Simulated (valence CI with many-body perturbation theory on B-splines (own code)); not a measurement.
# Ho LV in brief

Method: valence CI with perturbative core correlation (CI+MBPT): three valence electrons over a frozen Dirac-Fock core [Ne], a basis of 11 s, 11 p, 9 d, 7 f, 5 g, 2 h, 1 i functions for each j, with the one-electron correlation potential Σ1 (screened to all orders), the two-electron term Σ2, the three-electron term Σ3, Breit, model QED; selected single and double excitations, second order for the rest (own B-spline code, finite nucleus).

No measured spectrum was set against this ion. As an estimate, large intervals hold to a few tenths of a per cent, small ones and those within an open d or f shell to about a per cent.

Levels are named by their leading jj configuration (3d3/2^4 stands for four electrons in 3d with j = 3/2), which in mixed levels can hold well under half, so a name can repeat and another be missing.

Rates and lifetimes use the calculated energies. Strong lines usually hold to 10 to 20 %, long lifetimes can be off by a factor of two.

Question: What is the ground level?

Answer: (3s^2 3p1/2) J=1/2, composition 100 % 3s2.3p 2P°, g = 0.651.

Question: What are the static dipole polarisabilities of the lowest levels?

Answer: (3s^2 3p1/2) J=1/2 0.00455 bohr³, of which the core gives 7.04e-05.

Question: Name the longest-lived excited levels whose lifetime is computed, and their main decay.

Answer: (3s 3p3/2 3d5/2) J=9/2 at 806.6 eV lives 19.8 ns, mostly by M1 to (3s 3p1/2 3d5/2) J=7/2; (3s^2 3p3/2) J=3/2 at 227.0 eV lives 11.0 ns, mostly by M1 to (3s^2 3p1/2) J=1/2.

Question: Among levels below 1063.5 eV, which E1 lines absorb most strongly from the ground level?

Answer: to (3s^2 3d3/2) J=3/2 at 2.868 nm, f = 0.412; to (3s 3p1/2 3p3/2) J=1/2 at 3.199 nm, f = 0.194; to (3s 3p1/2 3p3/2) J=3/2 at 3.273 nm, f = 0.119.

Question: Where does the other parity begin?

Answer: At (3s 3p1/2^2) J=1/2, 142.7 eV.

Question: What is the ionisation energy?

Answer: 5259.3 eV; NIST lists 5258 ± 5 eV (theoretical).

Question: How well does LS coupling describe the low levels?

Answer: Among the lowest 20 levels the leading LS term, summed over configurations, holds 66 % on average. For single configurations the figures are 63 % in LS and 93 % in jj coupling. Terms mix most in the J = 3/2 level at 572.7 eV, where the leading one holds 37 %.
